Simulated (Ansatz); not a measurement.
Stretching the O3–H4 bond in FHOSi (SMILES O[Si]F) (multiplicity 1 held, fragments rigid). Energies count from the point at 0.966 Å.
Geometry at that point (charge 0, multiplicity 1):
```xyz
4

Si     0.00937     0.00603     0.61023
F     -0.73513     1.02563    -0.41740
O      0.73079    -1.04613    -0.42561
H      0.63861    -0.94607    -1.38174
```

Restricted levels (R-, RO-) in cc, def2 and unpolarised 6-31G sets keep to the state of the molecule at rest. U- levels take the lowest unrestricted solution at each point, which mixes spins at long bonds. Active spaces are followed from a long bond inwards. Levels need not reach the same state.

Frozen-core correlation.

Run with Ansatz (a quantum-chemistry and plane-wave program). 

Energies in eV.

```
R (Å)  U-HF/cc-pV(D+d)Z  R-SCS-MP2/cc-pV(D+d)Z  U-CCSD/cc-pV(D+d)Z  R-CCSD(T)/cc-pV(D+d)Z  R-CCSDT/cc-pV(D+d)Z  FIC-MRCISD+Q on CASSCF(4,3)/cc-pV(D+d)Z
-----  ----------------  ---------------------  ------------------  ---------------------  -------------------  ---------------------------------------
0.773              1.43                   1.64                1.62                   1.63                 1.63                                     1.62
0.869              0.23                   0.33                0.32                   0.33                 0.33                                     0.32
0.966              0.00                   0.00                0.00                   0.00                 0.00                                     0.00
1.062              0.29                   0.18                0.19                   0.18                 0.18                                     0.18
1.159              0.82                   0.61                0.63                   0.61                 0.61                                     0.62
1.304              1.82                   1.45                1.47                   1.42                 1.42                                     1.44
1.449              2.82                   2.31                2.33                   2.24                 2.24                                     2.28
1.690              3.58                   3.55                3.59                   3.37                 3.36                                     3.43
1.932              3.80                   4.46                4.38                   4.09                 4.08                                     4.20
2.221              3.87                   5.16                4.73                   4.50                 4.53                                     4.70
2.608              3.88                   5.55                4.84                   4.59                 4.76                                     4.96
3.090              3.89                   5.46                4.87                   4.41                 4.84                                     5.04
```

Doubts at one or more of the structures used: a spin-contaminated determinant (U-HF/cc-pV(D+d)Z, U-CCSD/cc-pV(D+d)Z); a restricted determinant that unrestricted orbitals would lower (R-SCS-MP2/cc-pV(D+d)Z, R-CCSD(T)/cc-pV(D+d)Z, R-CCSDT/cc-pV(D+d)Z); T1 above 0.05 (U-CCSD/cc-pV(D+d)Z); the program's own flag: large difference (U-CCSD/cc-pV(D+d)Z); other coupled-cluster roots lie near (R-CCSD(T)/cc-pV(D+d)Z, R-CCSDT/cc-pV(D+d)Z); active orbitals that take no part (FIC-MRCISD+Q on CASSCF(4,3)/cc-pV(D+d)Z).
